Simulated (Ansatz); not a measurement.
Ga₅P₄I₃⁺. The state is a doublet with charge 1. Geometry PBE-D4/def2-SVP; atoms count from 1.

Cartesian coordinates in Å:
```
P -1.0928 2.2654 0.4889
P -2.2462 -0.6313 -2.6351
P 2.6325 0.2657 0.8720
P -0.9644 -1.9674 1.4314
Ga 1.0989 1.6906 -0.0787
Ga -1.3659 1.1522 -1.5620
Ga -0.8697 0.3521 1.8463
Ga -1.7976 -1.4769 -0.6445
Ga 1.1660 -1.5200 0.4103
I 0.9530 2.2087 -2.6943
I 0.5895 0.8624 3.8462
I 1.8968 -3.2013 -1.2807
```

In the def2 sets I takes a core potential; there is no spin–orbit coupling.

Estimate the Mulliken populations from the PBE/def2-SVP orbitals of Ansatz.


| atom | charge (e) | spin (α − β) |
| --- | --- | --- |
| P1 | -0.14 | 0.00 |
| P2 | 0.04 | 0.02 |
| P3 | -0.01 | 0.83 |
| P4 | -0.10 | 0.00 |
| Ga5 | 0.24 | 0.00 |
| Ga6 | 0.21 | -0.01 |
| Ga7 | 0.30 | -0.01 |
| Ga8 | 0.17 | -0.01 |
| Ga9 | 0.22 | -0.02 |
| I10 | 0.05 | 0.02 |
| I11 | 0.02 | 0.14 |
| I12 | 0.00 | 0.03 |
Mulliken values depend strongly on the basis.

Where does the spin sit?

Summed by element: P 0.86, Ga -0.04, I 0.18, of 1 unpaired in all. Largest on single atoms: P3 0.83, I11 0.14, I12 0.03.

And the Mayer bond orders between heavy atoms (over 0.3)?

P1–Ga5 0.89 (2.34 Å); P1–Ga6 0.83 (2.35 Å); P1–Ga7 0.82 (2.36 Å); P2–Ga6 1.18 (2.26 Å); P2–Ga8 1.31 (2.21 Å); P3–Ga5 1.01 (2.30 Å); P3–Ga9 0.89 (2.36 Å); P4–Ga7 0.83 (2.36 Å); P4–Ga8 0.92 (2.29 Å); P4–Ga9 0.77 (2.40 Å); Ga5–I10 0.74 (2.67 Å); Ga6–Ga8 0.32 (2.82 Å); Ga6–I10 0.60 (2.79 Å); Ga7–I11 1.10 (2.53 Å); Ga9–I12 1.19 (2.49 Å).
